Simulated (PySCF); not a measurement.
Ge(OH)2Cl2.
SMILES: `[OH][Ge]([OH])([Cl])[Cl]`

Method used: TDDFT wB97X-D/def2-SVPD, vertical, gas phase, core orbitals frozen in the response (PySCF 2.14.0, density-fitted response routines). Isolated species at its PBE0-D3(BJ)/def2-SVP geometry (one conformer only). Relativistic effects, spin–orbit coupling among them, are left out although an element past zinc is present.

Broadening: Gaussians 0.25 eV wide at half height, area fixed by f = 4.319×10⁻⁹ ∫ε dν̃. The cross-section is σ = 3.8235×10⁻²¹ ε cm², given in Mb (10⁻¹⁸ cm²). The width is an assumption, not a result. The curve ends short of the highest state used, and states not computed would add to its high-energy end.

```tsv
λ (nm)	σ (Mb)
140.7	21.64
141.9	45.14
143.2	62.09
144.4	51.58
145.7	25.60
146.9	8.65
148.2	1.70
149.5	0.21
150.7	0.02
152.0	0.01
153.2	0.06
154.5	0.60
155.7	3.23
157.0	13.45
158.2	35.25
159.5	69.48
160.7	94.54
162.0	96.21
163.2	76.61
164.5	51.51
165.7	36.72
167.0	30.01
168.2	28.43
169.5	28.33
170.8	26.84
172.0	22.39
173.3	15.13
174.5	8.64
175.8	3.81
177.0	1.57
178.3	0.77
179.5	0.86
180.8	1.38
182.0	1.93
183.3	2.29
184.5	2.24
185.8	1.81
187.0	1.25
188.3	0.71
189.5	0.36
190.8	0.15
192.0	0.06
193.3	0.02
194.6	0.00
```

(1) Locate the maxima and give the states behind the curve.

(2) On this curve, what absorbance would a 10⁻⁴ mol/L sample give at 193 nm over a 1 cm path?

(3) Coming from long wavelengths, where does ε first pass 100 L mol⁻¹ cm⁻¹?

(4) Does any computed singlet lie in the visible range?

## Answers

(1) 184 nm (6.75 eV), ε about 610, made up of S1 (100%); 169 nm (7.33 eV), ε about 7400, made up of S3 (64%) and S4 (35%) (hardly more than a shoulder); 161 nm (7.68 eV), ε about 26000, made up of S6 (96%); 143 nm (8.65 eV), ε about 16000, made up of S7 (99%) (ε in L mol⁻¹ cm⁻¹; maxima over ε = 5, shares over 10%). The states used: S1 6.75 eV (f 0.0056); S2 6.87 eV (f 0.0000); S3 7.26 eV (f 0.056); S4 7.45 eV (f 0.047); S5 7.65 eV (f 0.0041); S6 7.69 eV (f 0.232); S7 8.65 eV (f 0.150); S8 8.73 eV (f 0.0006); S9 8.80 eV (f 0.0008); S10 8.98 eV (f 0.0000); S11 9.00 eV (f 0.011); S12 9.09 eV (f 0.046); S13 9.36 eV (f 0.032); S14 9.39 eV (f 0.041); S15 9.41 eV (f 0.040).

(2) 193 nm is 6.424 eV, where ε is about 5.8 L mol⁻¹ cm⁻¹, so A = ε c l ≈ 0.00058 (Beer–Lambert, with the gas-phase spectrum and the assumed width).

(3) At about 189 nm (6.55 eV), 0.20 eV below S1.

(4) No computed singlet lies in the visible range (380 to 750 nm); the lowest, at 184 nm, stands 3.48 eV above its violet end (3.26 eV).
